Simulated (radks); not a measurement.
Question: Successive ionisation energies (eV) of one element, from differences of total energies of ions in their ground configurations, starting at charge 0: 7.389, 20.689, 34.153, 48.980, 64.919, 81.772, 105.51, 124.86, 144.97, 165.77, 187.18, 271.26, 295.40, 319.50, 351.69, 377.53, 403.30, 472.04, 502.57, 884.80, 948.25, 1013.0. Calculated with a radial shooting solver on a logarithmic mesh with Libxc functionals: scalar-relativistic Kohn-Sham, exchange-only LDA, spin-polarised, spherical densities, point nucleus; open shells are filled with parallel spins first (spin-orbit coupling, left out, can overturn this in heavy ions). Which element is it?

Answer: Silver (Z = 47). The first species listed is Ag in [Kr] 4d10 5s1, the last Ag21+ in [Ar] 3d8.
